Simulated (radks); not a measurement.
Q: Spherical quantum dot in the effective-mass picture: electrons in a parabolic well V = omega^2 r^2 / 2 with omega = 3.09, with a point charge +1 (a donor) at the centre, all in effective atomic units (hartree* = m*/eps^2 hartree, bohr* = eps/m* bohr), one dielectric constant everywhere. Calculated with a radial shooting solver with Libxc functionals: non-relativistic Kohn-Sham, LDA (Slater exchange, Perdew-Wang correlation), spin-polarised, spherical densities. Levels are named by radial order and angular momentum (1s, 1p, 1d, 2s, ...), and open shells are averaged over m. Each electron was tried in the lowest free levels, single moves between levels near the top were tried too, and the lowest total energy was kept; such a search can miss a lower state. Give the order in which the levels fill up to N = 40, the shell closures and the spin along the way.

A: Shells are first occupied in the order 1s, 1p, 2s, 1d, 1f, 2p. Open shells at each N (closed shells left out): 1: 1s(up 1, down 0); 2: none; 3: 1p(up 1, down 0); 4: 1p(up 2, down 0); 5: 1p(up 3, down 0); 6: 1p(up 3, down 1); 7: 1p(up 3, down 2); 8: none; 9: 2s(up 1, down 0); 10: none; 11: 1d(up 1, down 0); 12: 1d(up 2, down 0); 13: 1d(up 3, down 0); 14: 1d(up 4, down 0); 15: 1d(up 5, down 0); 16: 1d(up 5, down 1); 17: 1d(up 5, down 2); 18: 1d(up 5, down 3); 19: 1d(up 5, down 4); 20: none; 21: 1f(up 1, down 0); 22: 1f(up 2, down 0); 23: 1f(up 3, down 0); 24: 1f(up 4, down 0); 25: 1f(up 5, down 0); 26: 1f(up 6, down 0); 27: 1f(up 7, down 0); 28: 1f(up 7, down 1); 29: 1f(up 7, down 2); 30: 1f(up 7, down 3); 31: 1f(up 7, down 4); 32: 1f(up 7, down 5); 33: 1f(up 7, down 6); 34: none; 35: 2p(up 1, down 0); 36: 2p(up 2, down 0); 37: 2p(up 3, down 0); 38: 2p(up 3, down 1); 39: 2p(up 3, down 2); 40: none. All shells are closed at N = 2, 8, 10, 20, 34, 40 (there: 1s2 1p6 1d10 2s2 1f14 2p6). Largest 2S: 7, at N = 27.
